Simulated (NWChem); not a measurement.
Species: BeSiH$_{4}$S; SMILES [SiH3][Be][SH]

```xyz
7

Be    -0.0663     0.1647     0.0039
S     -0.1117     2.0792    -0.0031
H      1.2409     2.1575    -0.0052
Si    -0.0096    -2.0112     0.0027
H     -0.9702    -2.5958    -0.9891
H     -0.3514    -2.5927     1.3415
H      1.3534    -2.5237    -0.3596
```
Atoms are numbered in this order, from 1.

Computed with NWChem. Coordinates come from a PBE0/def2-SVP optimisation. GIAO values for the isolated, static molecule; σ is the absolute isotropic shielding, δ = σ(reference) − σ with the isolated reference molecule computed at the same levels (1H: tetramethylsilane, 29Si: tetramethylsilane).

Task: Estimate the computed values for LDA (Slater exchange, VWN5)/pcSseg-1. Quantities: σ Be1 (ppm); σ S2 (ppm); δ H3 (ppm); δ Si4 (ppm); δ H5 (rotor mean) (ppm).

Result: 
```
Item                      Value
-----------------------  ------
σ Be1 (ppm)                68.4
σ S2 (ppm)                619.7
δ H3 (ppm)                 1.42
δ Si4 (ppm)              -160.7
δ H5 (rotor mean) (ppm)    3.05
```
